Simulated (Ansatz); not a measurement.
One change: `[OH][Al]1[CH2][CH]1F` becomes `[OH][Al]1[CH2][CH2]1`.

Ansatz, PBE0-D4/def2-TZVP geometries, multiplicity 1. Each molecule was computed in one conformer, which needn't be the lowest.

```json
{"property": "LUMO energy (B3LYP/def2-TZVPP) / eV", "`[OH][Al]1[CH2][CH]1F`": "-1.41"}
{"property": "LUMO energy (PBE0/def2-TZVPP) / eV", "`[OH][Al]1[CH2][CH]1F`": "-1.12"}
{"property": "HOMO–LUMO gap (PBE/def2-TZVPP) / eV", "`[OH][Al]1[CH2][CH]1F`": "3.20"}
{"property": "zero-point energy (PBE0-D4/def2-TZVP) / kJ/mol", "`[OH][Al]1[CH2][CH]1F`": "152.1"}
{"property": "HOMO energy (PBE0/def2-TZVPP) / eV", "`[OH][Al]1[CH2][CH]1F`": "-6.35"}
{"property": "LUMO energy (ωB97M-V/def2-TZVPP) / eV", "`[OH][Al]1[CH2][CH]1F`": "0.52"}
```

**Question.** What does the change do to each property? (Best estimate.)

**Answer.** Ansatz gave: 
```
                                      property  `[OH][Al]1[CH2][CH2]1`  shift
           LUMO energy (B3LYP/def2-TZVPP) / eV                   -1.06   0.35
            LUMO energy (PBE0/def2-TZVPP) / eV                   -0.77   0.35
           HOMO–LUMO gap (PBE/def2-TZVPP) / eV                    3.16  -0.04
zero-point energy (PBE0-D4/def2-TZVP) / kJ/mol                   170.3   18.2
            HOMO energy (PBE0/def2-TZVPP) / eV                   -5.92   0.43
         LUMO energy (ωB97M-V/def2-TZVPP) / eV                    0.83   0.31
```

With PBE0 the HOMO rises by 0.43 eV and the LUMO rises by 0.35 eV, so the gap narrows by about 0.08 eV. PBE moves the HOMO by 0.36 eV and ωB97M-V by 0.43 eV.

B3LYP here is the variant with VWN-RPA as its local correlation; programs differ in this.
